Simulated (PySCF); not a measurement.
## Radial density of K²⁺ (potassium, charge +2)

UHF, [Ne] 3s2 3p5, 2P determinant. Computed with PySCF 2.14 in Sapporo-DKH3-DZP-2012, with scalar relativity by spin-free X2C-1e.

| r (bohr) | 4πr²ρ (e/bohr) | 4πr²(ρα − ρβ) |
| --- | --- | --- |
| 0.00113 | 0.09220 | 0.0000 |
| 0.00190 | 0.2367 | 0.0000 |
| 0.00319 | 0.6060 | 0.0000 |
| 0.00536 | 1.512 | 0.0001 |
| 0.00902 | 3.576 | 0.0002 |
| 0.0152 | 7.781 | 0.0007 |
| 0.0255 | 14.58 | 0.0022 |
| 0.0429 | 21.18 | 0.0090 |
| 0.0722 | 20.97 | 0.0378 |
| 0.121 | 15.83 | 0.1209 |
| 0.204 | 20.21 | 0.2113 |
| 0.344 | 20.45 | 0.0790 |
| 0.578 | 6.827 | 0.1094 |
| 0.972 | 6.147 | 0.8226 |
| 1.64 | 3.624 | 0.5304 |
| 2.75 | 0.2821 | 0.0367 |
| 4.63 | 0.001652 | 0.0002 |

Densities and radii are taken from the X2C orbitals without a picture-change correction, which distorts them close to the nucleus.
